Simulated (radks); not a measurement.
Valence configurations of the tellurium ion Te2+ (all share [Kr]). Method: Dirac Kohn-Sham, LDA (Slater exchange, Perdew-Wang correlation), spin-unpolarised, spherical densities, finite nucleus; open shells are shared between the two j in proportion to 2j + 1; Fermi nuclear charge, rms radius 4.7423 fm; computed with a radial shooting solver on a logarithmic mesh with Libxc functionals. Energies are relative to 4d10 5s2 5p2; eigenvalues in eV.

| valence | E (eV) | e(4d3/2) | e(4d5/2) | e(5p1/2) | e(5p3/2) | e(5s1/2) |
|---|---|---|---|---|---|---|
| 4d10 5s2 5p2 | 0.000 | -61.938 | -60.453 | -23.346 | -22.241 | -33.051 |
| 4d10 5s1.5 5p2.5 | 5.240 | -62.609 | -61.122 | -23.679 | -22.559 | -33.449 |
| 4d10 5s1 5p3 | 10.517 | -63.270 | -61.781 | -24.005 | -22.869 | -33.838 |
| 4d10 5p4 | 21.180 | -64.564 | -63.070 | -24.636 | -23.469 | - |
| 4d9 5s2 5p3 | 40.952 | -68.784 | -67.234 | -25.204 | -23.963 | -35.500 |
| 4d9 5s1 5p4 | 52.146 | -70.042 | -68.488 | -25.817 | -24.545 | -36.231 |
| 4d9 5p5 | 63.476 | -71.268 | -69.709 | -26.407 | -25.105 | - |
| 4d8.5 5s1.5 5p4 | 69.070 | -72.817 | -71.232 | -26.402 | -25.077 | -37.041 |
| 4d8 5s2 5p4 | 86.975 | -75.614 | -73.998 | -26.985 | -25.607 | -37.844 |
| 4d8 5p6 | 110.79 | -77.975 | -76.351 | -28.119 | -26.682 | - |

NIST lists [Kr] 4d10 5s2 5p2 as the ground configuration; this level of theory agrees among the configurations tried. The energies are those of spherical spin-averaged densities, not of single terms.
